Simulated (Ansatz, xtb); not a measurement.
## Cl2H2Se2Sn: which of two isomers lies lower

Structure X: `[Cl][SnH]([Cl])[Se][SeH]`, a singlet. Structure Y: `[Cl][Sn]([Cl])([SeH])[SeH]`, a singlet. Both are isolated molecules in the gas phase, relaxed with PBE0-D4/def2-SVP; each stands in its lowest conformer found.

X (Å):

```yaml
atoms:
  - { symbol: Cl, position_ang: [-1.0226, 3.2172, -0.2011] }
  - { symbol: Cl, position_ang: [-0.8832, 1.8889, -3.6826] }
  - { symbol: Se, position_ang: [1.0892, -0.0359, -0.8049] }
  - { symbol: Se, position_ang: [-1.0950, -0.8192, -0.4843] }
  - { symbol: Sn, position_ang: [0.4091, 2.2068, -1.7584] }
  - { symbol: H, position_ang: [1.6945, 3.2752, -2.1153] }
  - { symbol: H, position_ang: [-1.2875, -0.1670, 0.8246] }
```

Y (Å):

```xyz
7

Cl   -0.7082   -2.6323   -0.4076
Cl    1.6513   -0.9535    1.9846
Se   -1.6020    0.9569    1.2295
Se    1.2779    0.3404   -1.8296
Sn    0.1493   -0.5510    0.2348
H    -2.2125    1.1393   -0.0990
H     1.5055    1.6322   -1.1584
```

Estimate which is lower in electronic energy at CCSD(T)/def2-SVP + ΔMP2/def2-TZVPP, and by roughly how much.

The CCSD(T)/def2-SVP + ΔMP2/def2-TZVPP calculation puts structure Y lower, by 19.4 kcal/mol.

Level by level:

```json
{"level": "PBE0-D4/def2-SVP", "geometry": "PBE0-D4/def2-SVP", "E(Y) − E(X) (kcal/mol)": "−19.1", "departure from the last row (kcal/mol)": "+0.4", "job, with rough time for the two": "optimisation, 2.9 min"}
{"level": "HF/def2-SVP", "geometry": "PBE0-D4/def2-SVP", "E(Y) − E(X) (kcal/mol)": "−21.0", "departure from the last row (kcal/mol)": "−1.6", "job, with rough time for the two": "part of the CCSD(T) run"}
{"level": "MP2/def2-SVP", "geometry": "PBE0-D4/def2-SVP", "E(Y) − E(X) (kcal/mol)": "−22.2", "departure from the last row (kcal/mol)": "−2.8", "job, with rough time for the two": "part of the CCSD(T) run"}
{"level": "CCSD(T)/def2-SVP", "geometry": "PBE0-D4/def2-SVP", "E(Y) − E(X) (kcal/mol)": "−21.1", "departure from the last row (kcal/mol)": "−1.7", "job, with rough time for the two": "single point"}
{"level": "CCSD(T)/def2-SVP + ΔMP2/def2-TZVPP", "geometry": "PBE0-D4/def2-SVP", "E(Y) − E(X) (kcal/mol)": "−19.4", "departure from the last row (kcal/mol)": "", "job, with rough time for the two": "single point, 2 min"}
```

As drawn, Y has 1 Se–Sn, 1 Se–H in place of 1 Se–Se, 1 Sn–H.

The levels shown agree on the order. The largest departure from CCSD(T)/def2-SVP + ΔMP2/def2-TZVPP is that of MP2/def2-SVP, 2.8 kcal/mol. Levels run at GFN2-xTB geometries aren't shown. The last row adds to CCSD(T) the change of the MP2 difference between the two basis sets, here +1.7 kcal/mol.

With thermal terms from frequencies at re-optimised GFN2-xTB minima (ideal gas, soft modes damped towards free rotors, one conformer each, 298.15 K, 1 atm): on the last row, ΔE + ΔZPE = −18.7, ΔH = −18.3, ΔG = −19.2 kcal/mol.

The correlated steps freeze 32 core orbitals; the filled d shell of Se and Sn is correlated, in a basis made for valence electrons. Atoms past krypton carry core potentials in the def2 sets and no spin–orbit term is included. Codes used: Ansatz 0.2.0, xtb 6.7.1; the last row on 2 threads of Intel(R) Xeon(R) Platinum 8488C (Sapphire Rapids) on a shared host.
